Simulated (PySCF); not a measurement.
# Polarisability and C₆ of Sr²⁹⁺ (strontium, charge +29)

[He] 2s2 2p5, 2P determinant. Calculation: PySCF 2.14, in an even-tempered Gaussian basis (20 s from 8.7 bohr⁻², ratio 2.2; 12 p from 11 bohr⁻², ratio 2.2; 6 d from 52 bohr⁻², ratio 2.4; 5 f from 77 bohr⁻², ratio 2.4; 4 g from 120 bohr⁻², ratio 2.4); scalar relativity by spin-free X2C-1e. Coupled (time-dependent) response in atomic units; α is the mean over directions.

| method | mean α (bohr³) | α xx, yy, zz | C₆ (like pair) | S(−4) |
| --- | --- | --- | --- | --- |
| UHF | 0.001092 | 0.002108, 0.0005838, 0.0005838 | 3.680e-05 | 6.620e-06 |
| PBE0 | 0.001101 | 0.002130, 0.0005869, 0.0005869 | 3.677e-05 | 7.394e-06 |

S(−4) is the Cauchy moment in α(ω) = α(0) + S(−4) ω² + …

Spin-orbit coupling is absent.

α(iu) at UHF:

```
u (hartree)  α(iu) (bohr³)
          0       0.001092
       4.00       0.001004
       8.00      0.0008561
       16.0      0.0006818
       24.0      0.0006073
       32.0      0.0005630
       40.0      0.0005282
       60.0      0.0004522
       80.0      0.0003833
        120      0.0002713
        200      0.0001430
```

For an ion, C₆ is the dispersion term alone; charge-induced terms of lower order in 1/R come first.

The components differ because the open shell of this determinant is not spherical; for a pure term their mean is the scalar polarisability.

Spin-orbit coupling, absent here, splits the open shell strongly.
